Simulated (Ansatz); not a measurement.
Start from `[F][Al]([Br])[Br]` and change one atom or group to get `[OH][Al]([Br])[Br]`.

Ansatz, PBE0-D4/def2-TZVP geometries, multiplicity 1. Each molecule was computed in one conformer, which needn't be the lowest.

Scalar relativity is left out up to krypton.

| property | `[F][Al]([Br])[Br]` |
| --- | --- |
| HOMO–LUMO gap (PBE0/def2-TZVPP) / eV | 7.42 |
| ideal-gas entropy at 298 K and 1 bar (rigid rotor, harmonic PBE0-D4/def2-TZVP) / J/(mol·K) | 334 |
| LUMO energy (ωB97M-V/def2-TZVPP) / eV | 0.23 |
| LUMO energy (PBE0/def2-TZVPP) / eV | -1.49 |
| size of the dipole moment (B3LYP/def2-TZVPP) / D | 0.63 |
| zero-point energy (PBE0-D4/def2-TZVP) / kJ/mol | 13.2 |

Question: What does the change do to each property? (Estimate.)

Answer: Computed: 
| property | `[OH][Al]([Br])[Br]` | shift |
| --- | --- | --- |
| HOMO–LUMO gap (PBE0/def2-TZVPP) / eV | 7.48 | 0.06 |
| ideal-gas entropy at 298 K and 1 bar (rigid rotor, harmonic PBE0-D4/def2-TZVP) / J/(mol·K) | 347 | 13 |
| LUMO energy (ωB97M-V/def2-TZVPP) / eV | 0.53 | 0.30 |
| LUMO energy (PBE0/def2-TZVPP) / eV | -1.16 | 0.33 |
| size of the dipole moment (B3LYP/def2-TZVPP) / D | 1.50 | 0.87 |
| zero-point energy (PBE0-D4/def2-TZVP) / kJ/mol | 42.7 | 29.5 |

With PBE0 the HOMO rises by 0.27 eV and the LUMO rises by 0.33 eV, so the gap widens by about 0.06 eV. PBE moves the HOMO by 0.26 eV and ωB97M-V by 0.26 eV. The zero-point energy changes by 29.5 kJ/mol with +3 modes. Dipoles are sizes alone; their direction can turn.

B3LYP here is the variant with VWN-RPA as its local correlation; programs differ in this.

Spin–orbit coupling is left out; it splits and shifts lone-pair levels of the heavy atoms by tenths of an eV.
